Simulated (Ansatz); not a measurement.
CH7BFNSi can be A, `CNB(F)[SiH3]`, or B, `BN(C)[SiH2]F`.

Isolated molecules relaxed with PBE0-D4/def2-TZVP in Ansatz; ΔE leaves out vibrations. CCSD(T)/CBS is the MP2 limit (def2-TZVPP, def2-QZVPP) plus CCSD(T) − MP2 in def2-TZVPP, frozen cores. DFT in def2-TZVPP. B3LYP here is the variant with VWN-RPA as its local correlation; programs differ in this. Each species was taken in one conformer, which may not be the lowest.

Task: Which is lower in electronic energy at CCSD(T)/CBS, and by how much? (Best estimate.)

Result: The calculation gave: B, by 78.6 kJ/mol.

Task: Give E(B) − E(A) in kJ/mol with PBE-D4, MP2/def2-TZVPP, ωB97M-V, B2PLYP, B3LYP-D4, B3LYP, HF/def2-TZVPP. (An estimate is asked.)

Result: Ansatz gave: PBE-D4 -46.6, MP2/def2-TZVPP -86.3, ωB97M-V -73.4, B2PLYP -74.3, B3LYP-D4 -67.8, B3LYP -64.8, HF/def2-TZVPP -84.7. None reverses the order clearly.

Largest T1 diagnostic: 0.013.

From PBE to PBE0 (25 % exact exchange), in def2-TZVPP and without D4, E(B) − E(A) moves by −8.4 kJ/mol.
